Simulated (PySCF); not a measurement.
# PI₃: from structure and modes to constants

Level of theory: PBE in PySCF with P def2-SVP, I def2-SVP with ECP28; scalar-relativistic core potentials, no spin–orbit coupling; density-fitted integrals.

The singlet minimum has C3v symmetry. Masses (u): P 30.97376, I 126.90447.

```xyz
4
charge 0 multiplicity 1, angstrom
P     0.0000    0.0000   -0.9691
I     2.2753    0.0000    0.0789
I    -1.1376    1.9705    0.0789
I    -1.1377   -1.9705    0.0789
```

Harmonic wavenumbers (cm⁻¹): 70.1 (e, ×2), 103.1 (a1, ×1), 294.6 (a1, ×1), 309.7 (e, ×2).

Q: What is the harmonic zero-point energy?

A: Half the sum of all 6 wavenumbers, 1157/2 = 579 cm⁻¹, which is 6.9 kJ/mol (1 cm⁻¹ = 0.0119627 kJ/mol).

Q: Give the standard entropy (298.15 K, 1 bar) by its translational, rotational, vibrational and spin parts, and Cp.

A: Sackur–Tetrode with M = 411.69 u gives 183.9; rotation with symmetry number 3 gives 128.5; vibration 66.4; spin R ln 1 = 0.0. The total is 378.8 J/(mol K), and Cp = 4 R + 45.5 = 78.8 J/(mol K).
